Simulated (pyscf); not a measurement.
Thermochemistry of product channels of F–Be–F + H₃C–Al(CH₃)–Cl on the singlet surface, in kJ/mol, from CCSD(T)/def2-TZVPP + ΔMP2(QZVPP) energies (ideal gas, 1 atm, RRHO with modes under 100 cm⁻¹ raised to 100, one conformer, R ln 2 for rigid chiral ones). Structures and frequencies: ωB97X-D3(BJ)/def2-SVP in PySCF. Correlated levels are frozen-core, on RHF or UHF. ΔMP2 is the change of the MP2 total energy from the triple- to the quadruple-zeta basis.

```csv
products,ΔE,ΔH(298 K),ΔG(298 K),ΔG(900 K)
H₃C–Be–F + H₃C–Al(F)–Cl,+5.5,+4.4,+1.3,-3.1
F–Be–Cl + H₃C–Al(CH₃)–F,?,+9.1,+7.2,+3.3
```

Complete the blanks.


- F–Be–Cl + H₃C–Al(CH₃)–F, ΔE: +9.8

These are energies of the channels, which say nothing of barriers. The CCSD(T) − MP2 part came from Ansatz, without density fitting, on the same reference.
